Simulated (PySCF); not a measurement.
C₃H₆BFO, SMILES FCB1CCO1.

Geometry: B3LYP-D3(BJ)/def2-SVP. This is a generated structure with no PubChem entry under its InChIKey; it may be hypothetical. The values are those of a single conformer.

All values below come from B3LYP-D3(BJ)/def2-SVP run with PySCF 2.14.0.

No scaling factor is applied to the harmonic values.

```csv
mode,ν (cm⁻¹),IR (km/mol),Raman (Å⁴/amu),depolarisation,moving atoms (share of kinetic energy)
1,53,7.1,0.2,0.75,"H 33 %, C 32 %, F 23 %, O 10 %"
2,157,5.3,0.1,0.30,"F 42 %, C 30 %, H 12 %, B 11 %"
3,161,2.5,0.2,0.75,"H 43 %, C 29 %, O 15 %, B 11 %"
4,339,1.4,0.0,–,"H 52 %, B 36 %, O 11 %"
5,421,0.0,2.7,0.46,"F 36 %, O 28 %, C 21 %, B 9 %"
6,593,8.6,5.7,0.26,"C 63 %, H 22 %, O 10 %"
7,655,2.2,0.5,0.75,"H 75 %, C 23 %"
8,811,1.8,0.7,0.75,"H 83 %, C 11 %"
9,834,5.3,5.7,0.55,"C 45 %, O 29 %, H 19 %"
10,954,16.0,10.4,0.36,"C 67 %, H 20 %, O 9 %"
11,968,11.6,2.3,0.75,"H 45 %, B 31 %, C 21 %"
12,971,63.2,3.8,0.15,"C 47 %, O 34 %, H 18 %"
13,1066,31.5,2.3,0.32,"C 49 %, F 26 %, H 17 %, B 9 %"
14,1097,71.1,2.3,0.65,"H 43 %, C 38 %, F 12 %"
15,1164,0.5,4.3,0.75,"H 69 %, C 27 %"
16,1184,66.9,1.0,0.47,"B 40 %, H 29 %, C 19 %, O 12 %"
17,1186,0.4,9.6,0.75,H 93 %
18,1238,2.4,8.0,0.75,H 91 %
19,1265,97.6,4.5,0.10,"H 56 %, B 28 %, C 10 %"
20,1345,29.4,6.3,0.64,"H 58 %, C 26 %, B 10 %"
21,1407,23.9,11.3,0.69,"H 80 %, C 14 %"
22,1434,57.5,15.6,0.51,H 84 %
23,1446,45.1,20.8,0.68,"H 52 %, B 26 %, C 16 %"
24,1503,17.1,6.6,0.70,"H 76 %, C 11 %, B 10 %"
25,3001,19.9,149.8,0.07,H 95 %
26,3041,21.3,90.4,0.75,"H 91 %, C 9 %"
27,3053,52.8,132.8,0.12,H 95 %
28,3081,2.6,125.6,0.09,H 94 %
29,3116,16.5,102.2,0.75,"H 90 %, C 10 %"
30,3139,10.0,69.3,0.75,"H 90 %, C 10 %"
```
